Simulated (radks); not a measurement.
Question: Spherical quantum dot in the effective-mass picture: electrons in a parabolic well V = omega^2 r^2 / 2 with omega = 0.4, with a point charge +1 (a donor) at the centre, all in effective atomic units (hartree* = m*/eps^2 hartree, bohr* = eps/m* bohr), one dielectric constant everywhere. Method: non-relativistic Kohn-Sham, exchange-only LDA, spin-polarised, spherical densities; computed with a radial shooting solver with Libxc functionals. Levels are named by radial order and angular momentum (1s, 1p, 1d, 2s, ...), and open shells are averaged over m. At N = 9 the configuration is 1s2 1p6 2s(up 1, down 0). Does electron 10 go into 1d up or 1d down or 2s down?

Answer: Into 2s down. The total energies of the other choices lie higher by 0.0574 hartree* (1d up), 0.0722 hartree* (1d down).
